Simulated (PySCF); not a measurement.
Geometries of 3 isomers of C4H8O3S, from PBE0-D3(BJ)/def2-SVP geometry optimisation, gas phase in PySCF. One conformer each, no zero-point energy, no frequencies.

Question: Which isomer lies lowest at this level?
A.
```xyz
16
angstrom
C      1.553    0.401   -0.595
S      0.797    0.775    0.981
O      0.920    2.214    1.195
O      1.309   -0.184    1.956
C     -0.952    0.417    0.797
C     -1.625    0.957   -0.463
O     -1.642   -0.345   -1.044
C     -1.283   -0.948    0.198
H      1.389   -0.650   -0.862
H      2.621    0.587   -0.419
H      1.173    1.080   -1.367
H     -1.361    0.686    1.781
H     -2.640    1.352   -0.278
H     -1.064    1.698   -1.057
H     -0.452   -1.670    0.114
H     -2.135   -1.449    0.690
```
B.
```xyz
16
angstrom
C      2.238    0.757   -0.441
O      1.317   -0.285   -0.591
C      0.263   -0.231    0.309
C     -0.811    0.852    0.000
S     -2.098   -0.413    0.174
O     -2.657   -0.364    1.520
O     -2.944   -0.560   -1.000
C     -0.631   -1.473    0.157
H      2.691    0.761    0.568
H      1.777    1.748   -0.616
H      3.032    0.608   -1.185
H      0.629   -0.121    1.348
H     -0.759    1.196   -1.042
H     -0.931    1.685    0.703
H     -0.502   -1.934   -0.832
H     -0.617   -2.218    0.962
```
C.
```xyz
16
angstrom
C     -1.145    1.252   -0.533
C     -0.665    0.226    0.474
C     -0.085   -1.057   -0.140
C      1.331   -0.714   -0.575
S      1.848    0.610    0.553
O      2.780    0.141    1.553
O      2.115    1.816   -0.207
O      0.387    0.754    1.289
H     -1.446    2.171   -0.012
H     -2.010    0.866   -1.093
H     -0.352    1.524   -1.246
H     -1.472   -0.021    1.179
H     -0.057   -1.840    0.632
H     -0.697   -1.423   -0.976
H      2.056   -1.530   -0.459
H      1.401   -0.293   -1.586
```

Answer: C. That is 1,3-butanesultone (`O=S1(O[C@H](CC1)C)=O`), 26.8 kcal/mol below the next.

```json
{"SMILES": "C[C@H]1CCS(=O)(=O)O1", "atoms numbered as above": "[CH3:1][C@H:2]1[CH2:3][CH2:4][S:5](=[O:6])(=[O:7])[O:8]1", "E (Eh)": "-780.08128", "relative (kcal/mol)": "0.0", "relative (kJ/mol)": "0.0", "dipole (D)": "5.66"}
{"SMILES": "COC1CS(=O)(=O)C1", "atoms numbered as above": "[CH3:1][O:2][CH:3]1[CH2:4][S:5](=[O:6])(=[O:7])[CH2:8]1", "E (Eh)": "-780.03858", "relative (kcal/mol)": "26.8", "relative (kJ/mol)": "112.1", "dipole (D)": "5.09"}
{"SMILES": "CS(=O)(=O)C1COC1", "atoms numbered as above": "[CH3:1][S:2](=[O:3])(=[O:4])[CH:5]1[CH2:6][O:7][CH2:8]1", "E (Eh)": "-780.03282", "relative (kcal/mol)": "30.4", "relative (kJ/mol)": "127.2", "dipole (D)": "2.91"}
```

As drawn, the highest has a four-membered ring, which the lowest lacks.
